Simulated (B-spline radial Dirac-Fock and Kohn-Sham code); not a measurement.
Binding energies of Mo⁴⁺ in different valence configurations

Level of theory: Dirac-Fock (average of configuration) total-energy differences with a finite nucleus, the Breit interaction including its frequency dependence, and self-energy and vacuum-polarisation corrections; a B-spline atomic structure program. Correlation energy is missing from these numbers.

Reference: the tabulated ground configuration [Kr] 4d2, with 2p1/2 2688.6 eV, 3s 569.2 eV, 3p1/2 475.2 eV, 3p3/2 457.4 eV, 3d3/2 291.5 eV, 4p1/2 94.88 eV, Kα1 17477.3 eV, Kβ1 19603.6 eV, Lα1 2295.4 eV.

Shifts from the reference in eV.

```
configuration  average energy   2p1/2      3s   3p1/2   3p3/2   3d3/2  4p1/2    Kα1    Kβ1    Lα1
 [Kr] 4d1 5s1          +10.67   +6.56   +6.29   +6.26   +6.25   +6.17  +4.23  -0.43  -0.11  +0.40
     [Kr] 5s2          +24.04  +13.50  +13.04  +12.82  +12.79  +12.63  +8.54  -0.80  -0.09  +0.89
 [Kr] 4d1 5p1          +17.73   +7.64   +7.35   +7.36   +7.34   +7.26  +5.25  -0.42  -0.12  +0.39
```

Values without a named source are computed, but for edge energies of neutral atoms, which are taken from tables.
